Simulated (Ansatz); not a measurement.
CH8GeN2 (SMILES [CH3][GeH]([NH2])[NH2]), singlet, at a GFN2-xTB geometry; PBE0/def2-SVP run with Ansatz (a program for electronic structure).

Ansatz was given this input:
Ansatz 0.2 input:
```yaml
crystal:
  periodic: [false, false, false]
  atoms:
    - {symbol: Ge, position_ang: [-0.00917573, -0.15978143, -0.21507726]}
    - {symbol: C, position_ang: [1.67836488, -0.19066088, 0.78692959]}
    - {symbol: N, position_ang: [-1.32825182, -0.79322380, 0.88235796]}
    - {symbol: N, position_ang: [-0.23498643, 1.52621096, -0.88739728]}
    - {symbol: H, position_ang: [-0.06776358, -1.05279771, -1.42165375]}
    - {symbol: H, position_ang: [1.88522942, -1.19018275, 1.15585084]}
    - {symbol: H, position_ang: [1.63137305, 0.48223751, 1.63979858]}
    - {symbol: H, position_ang: [2.50356168, 0.12164999, 0.15490746]}
    - {symbol: H, position_ang: [-2.26846582, -0.81891744, 0.51637404]}
    - {symbol: H, position_ang: [-1.36319733, -0.42609441, 1.82213977]}
    - {symbol: H, position_ang: [-1.07613544, 1.71069025, -1.41374555]}
    - {symbol: H, position_ang: [-0.07850017, 2.29947550, -0.25750124]}
basis:
  gaussian:
    orbitals: def2-SVP
hamiltonian:
  xc: pbe0
```

What the program printed (banner, timings and long lists left out):

```
Functional definition: PBE0
1356 factors; their error is unknown
mean field evaluation 1: about -60631.9364 eV, gradient 7.8e1 eV
mean field evaluation 2: about -60624.0407 eV, gradient 9.6e1 eV
mean field evaluation 4: about -60644.1864 eV, gradient 3.3e0 eV
mean field evaluation 8: about -60644.2174 eV, gradient 3.4e-2 eV
mean field evaluation 16: about -60644.3499 eV, gradient 1.7e-5 eV
mean field -60644.34986000 eV, -2228.6387511381 hartree, gradient 1.4e-5 eV, S^2 0.000000; 0 other end points of the search recorded, 0 dependent functions left out
reference -60644.34989001 eV, -2228.6387522410 hartree; 30, 30 occupied and 84, 84 virtual orbitals, 1356 factors
Total energy: -60644.34989001 eV, -2228.6387522410 hartree
```
